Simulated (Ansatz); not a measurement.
One change: `O[CH2][SnH2][Cl]` becomes `O[CH2][SnH2][OH]`.

Ansatz, PBE0-D4/def2-TZVP geometries, multiplicity 1. Each molecule was computed in one conformer, which needn't be the lowest.

Elements past krypton have def2 core potentials.

```csv
property,`O[CH2][SnH2][Cl]`
HOMO energy (B3LYP/def2-TZVPP) / eV,-7.79
size of the dipole moment (ωB97M-V/def2-TZVPP) / D,3.43
HOMO energy (PBE/def2-TZVPP) / eV,-6.64
HOMO–LUMO gap (PBE/def2-TZVPP) / eV,5.31
HOMO energy (PBE0/def2-TZVPP) / eV,-8.02
LUMO energy (PBE0/def2-TZVPP) / eV,-0.48
```

Q: What does the change do to each property? (Best estimate.)

A: Ansatz gave: 
```json
{"property": "HOMO energy (B3LYP/def2-TZVPP) / eV", "`O[CH2][SnH2][OH]`": "-7.78", "shift": "0.01"}
{"property": "size of the dipole moment (ωB97M-V/def2-TZVPP) / D", "`O[CH2][SnH2][OH]`": "0.84", "shift": "-2.59"}
{"property": "HOMO energy (PBE/def2-TZVPP) / eV", "`O[CH2][SnH2][OH]`": "-6.42", "shift": "0.22"}
{"property": "HOMO–LUMO gap (PBE/def2-TZVPP) / eV", "`O[CH2][SnH2][OH]`": "5.28", "shift": "-0.03"}
{"property": "HOMO energy (PBE0/def2-TZVPP) / eV", "`O[CH2][SnH2][OH]`": "-8.02", "shift": "0.00"}
{"property": "LUMO energy (PBE0/def2-TZVPP) / eV", "`O[CH2][SnH2][OH]`": "-0.34", "shift": "0.14"}
```

Dipoles are sizes alone; their direction can turn.

B3LYP here is the variant with VWN-RPA as its local correlation; programs differ in this.
